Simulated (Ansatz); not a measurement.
`C[CH2][Al]([CH3])[OH]` + `CBS` → `CBSCC` + `[CH3][AlH][OH]`  (substitution at a C–Al bond)

Calculated with Ansatz (gas phase, PBE0-D4/def2-TZVP geometries, no zero-point term in ΔE). CCSD(T)/CBS adds triple-zeta CCSD(T) − MP2 to the extrapolated MP2 energy (def2 sets, frozen cores). DFT in def2-TZVPP. B3LYP here is the variant with VWN-RPA as its local correlation; programs differ in this. Each species was taken in one conformer, which may not be the lowest.

Is it downhill or uphill in electronic energy at CCSD(T)/CBS, and by how much? (An estimate is asked.)

Ansatz gave: Uphill: ΔE = +7.2 kcal/mol.

What do these levels give: r2SCAN-D4, B3LYP-D4, ωB97X-V, ωB97M-V, r2SCAN, PBE0, HF/def2-TZVPP, MP2/def2-TZVPP, SCS-MP2/def2-TZVPP, HF/def2-QZVPP, HF/CBS(def2), CCSD/CBS(def2)? (Best estimate.)

Ansatz gave: r2SCAN-D4 7.6, B3LYP-D4 7.3, ωB97X-V 6.9, ωB97M-V 7.7, r2SCAN 7.6, PBE0 7.4, HF/def2-TZVPP 6.5, MP2/def2-TZVPP 7.2, SCS-MP2/def2-TZVPP 6.8, HF/def2-QZVPP 6.4, HF/CBS(def2) 6.4, CCSD/CBS(def2) 7.5 kcal/mol.

Largest T1 diagnostic among the species: 0.013.
